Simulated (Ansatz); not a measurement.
System: sum formula H₂SiO₂, net charge -1, doublet state. SMILES of the parent species: O[Si]O
Geometry from a B3LYP-D3(BJ)/def2-TZVP (Ansatz, a quantum-chemistry and plane-wave program) optimisation:
```
Si
O 1 1.7674
H 2 0.9646 1 108.93
O 1 1.7674 2 98.14 3 51.68
H 4 0.9646 1 108.93 2 51.68
```
Charge -1, spin multiplicity 2.

Parts of the frozen-core correlation energy in aug-cc-pV(T+d)Z (Ansatz, hartree). Frozen orbitals: 7; correlated occupied orbitals by spin: 10 and 9; virtual: 176 and 177. Open shells are spin-unrestricted. Spin-orbit coupling is left out. Non-relativistic.

| term | value |
|---|---|
| reference (HF) | -439.94111 |
| MP2 opposite-spin | … |
| MP2 same-spin | … |
| CCSD correlation | -0.62735 |
| (T) | … |
| T1 diagnostic | 0.021 |
| largest doubles amplitude | 0.021 |
| <S^2> of the reference | 0.790 |

### Question
Complete the blanks.

### Answer

- MP2 opposite-spin, value: -0.45982
- MP2 same-spin, value: -0.15590
- (T), value: -0.02643
